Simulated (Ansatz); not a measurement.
Relaxation of GaH$_{3}$O (5 atoms, charge 0, multiplicity 1), to a largest force component of 0.03 eV/Å in at most 50 steps.

The calculation used Ansatz 0.2.0, UHF/def2-SVPD.

```xyz
5
Properties=species:S:1:pos:R:3
Ga -0.262 0.325 0.406
H -1.074 0.163 -0.893
O 1.071 -0.681 -0.238
H 0.615 -0.819 -1.067
H -0.350 1.012 1.793
```

Q: Where does it end, and by what steps?

A: The forces met the threshold. After 6 steps the energy has fallen by 0.621 eV; H2 moved furthest, 0.56 Å.

```
step  energy less start (eV)  largest force component (eV/Å)  accepted
   0                  0.0000                           1.281       yes
   1                 -0.3274                           0.984       yes
   2                 -0.5094                           1.031       yes
   3                 -0.6125                           0.777       yes
   4                 -0.6191                           0.120       yes
   5                 -0.6149                           0.213        no
   6                 -0.6206                           0.005       yes
```

```xyz
5
Properties=species:S:1:pos:R:3
Ga -0.357 0.319 0.279
H -1.526 0.467 -0.756
O 1.063 -0.657 -0.193
H 1.103 -1.066 -1.041
H -0.283 0.938 1.711
```

Whether the end is a true minimum wasn't checked by a vibrational analysis.

Run time: 13 s on 2 threads of Arm Neoverse N1 (shared host), peak memory 0.19 GiB.
